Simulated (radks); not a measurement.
Species: Pm13+. Configuration: [Ar] 3d10 4s2 4p5 4d10 5s2 5d1 (not the ground configuration).

Calculated with a radial shooting solver on a logarithmic mesh with Libxc functionals: Dirac Kohn-Sham, LDA (Slater exchange, Perdew-Wang correlation), spin-unpolarised, spherical densities, finite nucleus; open shells are shared between the two j in proportion to 2j + 1; Fermi nuclear charge, rms radius 4.962 fm.

Energy parts (hartree):
total: -9959.2576
kinetic: 10770.3715
electron-nucleus: -23885.1711
Hartree: 3367.3752
exchange-correlation: -211.8332

Orbitals (lengths in bohr, moments of r in powers of bohr; <r^-3> diverges for s and p1/2; r(max) is where P^2 peaks; r(90%) holds 90 % of the orbital's charge):
[
 {"orbital": "1s1/2", "occ.": "2", "eigenvalue (hartree)": "-1661.591", "<1/r>": "67.36", "r(90%)": "0.0419", "r(max)": "0.01480", "<r^-3>": "-", "small-component weight": "5.12e-02"},
 {"orbital": "2s1/2", "occ.": "2", "eigenvalue (hartree)": "-278.7534", "<1/r>": "15.98", "r(90%)": "0.153", "r(max)": "0.08403", "<r^-3>": "-", "small-component weight": "1.12e-02"},
 {"orbital": "2p1/2", "occ.": "2", "eigenvalue (hartree)": "-264.6510", "<1/r>": "15.97", "r(90%)": "0.136", "r(max)": "0.06371", "<r^-3>": "-", "small-component weight": "1.13e-02"},
 {"orbital": "2p3/2", "occ.": "4", "eigenvalue (hartree)": "-244.0874", "<1/r>": "14.29", "r(90%)": "0.144", "r(max)": "0.06925", "<r^-3>": "8403", "small-component weight": "1.05e-02"},
 {"orbital": "3s1/2", "occ.": "2", "eigenvalue (hartree)": "-68.93491", "<1/r>": "5.800", "r(90%)": "0.382", "r(max)": "0.2391", "<r^-3>": "-", "small-component weight": "3.50e-03"},
 {"orbital": "3p1/2", "occ.": "2", "eigenvalue (hartree)": "-62.87185", "<1/r>": "5.718", "r(90%)": "0.375", "r(max)": "0.2259", "<r^-3>": "-", "small-component weight": "3.45e-03"},
 {"orbital": "3p3/2", "occ.": "4", "eigenvalue (hartree)": "-58.73229", "<1/r>": "5.298", "r(90%)": "0.393", "r(max)": "0.2378", "<r^-3>": "1743", "small-component weight": "3.24e-03"},
 {"orbital": "3d3/2", "occ.": "4", "eigenvalue (hartree)": "-48.14183", "<1/r>": "5.170", "r(90%)": "0.365", "r(max)": "0.1898", "<r^-3>": "289.4", "small-component weight": "3.12e-03"},
 {"orbital": "3d5/2", "occ.": "6", "eigenvalue (hartree)": "-47.24469", "<1/r>": "5.064", "r(90%)": "0.370", "r(max)": "0.1931", "<r^-3>": "260.3", "small-component weight": "3.06e-03"},
 {"orbital": "4s1/2", "occ.": "2", "eigenvalue (hartree)": "-21.41196", "<1/r>": "2.489", "r(90%)": "0.827", "r(max)": "0.5459", "<r^-3>": "-", "small-component weight": "1.17e-03"},
 {"orbital": "4p1/2", "occ.": "1.66667", "eigenvalue (hartree)": "-19.06303", "<1/r>": "2.398", "r(90%)": "0.851", "r(max)": "0.5503", "<r^-3>": "-", "small-component weight": "1.11e-03"},
 {"orbital": "4p3/2", "occ.": "3.33333", "eigenvalue (hartree)": "-18.07702", "<1/r>": "2.260", "r(90%)": "0.885", "r(max)": "0.5741", "<r^-3>": "418.1", "small-component weight": "1.04e-03"},
 {"orbital": "4d3/2", "occ.": "4", "eigenvalue (hartree)": "-14.16380", "<1/r>": "2.084", "r(90%)": "0.943", "r(max)": "0.5794", "<r^-3>": "61.58", "small-component weight": "9.11e-04"},
 {"orbital": "4d5/2", "occ.": "6", "eigenvalue (hartree)": "-13.97594", "<1/r>": "2.051", "r(90%)": "0.954", "r(max)": "0.5867", "<r^-3>": "55.02", "small-component weight": "8.94e-04"},
 {"orbital": "5s1/2", "occ.": "2", "eigenvalue (hartree)": "-9.18037", "<1/r>": "1.191", "r(90%)": "1.62", "r(max)": "1.128", "<r^-3>": "-", "small-component weight": "4.14e-04"},
 {"orbital": "5d3/2", "occ.": "0.4", "eigenvalue (hartree)": "-6.60877", "<1/r>": "0.9806", "r(90%)": "1.94", "r(max)": "1.332", "<r^-3>": "16.87", "small-component weight": "3.15e-04"},
 {"orbital": "5d5/2", "occ.": "0.6", "eigenvalue (hartree)": "-6.55716", "<1/r>": "0.9709", "r(90%)": "1.96", "r(max)": "1.344", "<r^-3>": "15.17", "small-component weight": "3.11e-04"}
]

The highest occupied level is 5d5/2 at -178.43 eV. Summed over all electrons, <r^2> = 14.03 bohr^2, which gives a Langevin (diamagnetic) susceptibility term of -11.1 x 10^-6 cm^3/mol. The density falls to 0.001 e/bohr^3 at r = 2.45 bohr. The electron density at the nucleus is 4.912e+05 e/bohr^3.
